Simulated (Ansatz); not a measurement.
## Isomers

Structures of C₂H₅Te (charge +1), singlet, relaxed at PBE0-D4/def2-TZVP (vibrations not checked; lower isomers may exist, and structures with a doubtful reference or unclear bonds are left out). Computed with Ansatz 0.2.0 (basis: def2-TZVPP); correlated methods freeze the cores. Filled d shells of the heavier atoms are correlated. Core potentials replace the inner electrons of the atoms past krypton. The def2 sets are not built for correlating such inner shells, so the correlated values are less sure here. B3LYP uses VWN-RPA correlation.

Question: Rank them by CCSD(T) energy, lowest first, and give each one's height above the lowest. Links in brackets join atoms within 1.22 times the sum of their covalent radii (1.1 for two metals). (To be estimated.)
A.
C₂H₅Te ([CH2][Te][CH3]), total charge +1
```
8
angstrom
C -0.6371 1.2138 -1.0395
Te -1.2648 -0.4018 -0.1861
C 0.5040 -0.9699 0.8288
H -1.3198 1.7822 -1.6642
H 0.3775 1.5812 -0.9197
H 1.2786 -0.2329 0.6274
H 0.7909 -1.9550 0.4611
H 0.2707 -1.0176 1.8923
```
B.
C₂H₅Te ([CH2]1[CH2][TeH]1), total charge +1
```
8
angstrom
C -0.3236 0.8849 -0.5220
Te -1.6095 -0.9000 -0.5852
C 0.2558 -0.1446 0.3055
H 0.0777 1.0627 -1.5144
H -0.8564 1.7124 -0.0672
H 1.0870 -0.7306 -0.0730
H -2.5082 -0.3689 0.7050
H 0.1600 -0.0932 1.3841
```
C.
C₂H₅Te ([CH3][CH][TeH]), total charge +1
```
8
angstrom
C -0.0863 1.0863 -0.2431
C -0.1591 -0.3447 0.0086
Te 1.2970 -1.4417 0.7571
H -0.9089 1.5780 0.2984
H -0.3208 1.2663 -1.3035
H 0.8610 1.5571 0.0131
H -1.0868 -0.8602 -0.2319
H 0.4039 -2.8410 0.7013
```
D.
C₂H₅Te ([CH2][CH][TeH2]), total charge +1
```
8
angstrom
C -0.1285 1.0444 0.1972
C 0.0598 -0.2437 -0.0341
Te 1.5124 -1.2600 1.0800
H -0.8784 1.5856 -0.3728
H 2.2047 -2.0584 -0.2055
H 0.4257 1.6161 0.9341
H -0.4798 -0.8358 -0.7631
H 0.5786 -2.5929 1.4272
```

Answer: The calculation gives: B (0.00 kcal/mol), A (8.47 kcal/mol), C (10.34 kcal/mol), D (19.56 kcal/mol). Heights count from the lowest.

Question: Do PBE-D4, r2SCAN-D4, PBE0-D4, B3LYP-D4, wB97M-V, HF, MP2 give the same order? (Judge from chemistry; the calculation decides.)

Answer: By the calculation: Lowest first: PBE-D4 B < C < A < D; r2SCAN-D4 B < C < A < D; PBE0-D4 B < C < A < D; B3LYP-D4 B < C < A < D; wB97M-V B < C < A < D; HF B < C < A < D. The others agree with CCSD(T).

No T1 diagnostic of these runs exceeds 0.023. The restricted Hartree–Fock reference is unstable towards an unrestricted one at one or more of these structures. A large double-excitation amplitude points to some diradical character; no triplet was computed.

For scale, one of the runs: CCSD(T)/def2-TZVPP, 182 basis functions, launched by `ansatz run in.yaml --threads 2 --pin off --events-out ev --progress --plain --max-ram 4352MiB`. The run took 77 s on 2 CPU threads of an Arm Neoverse V1 (shared host), with 2 GiB of host memory at its peak.
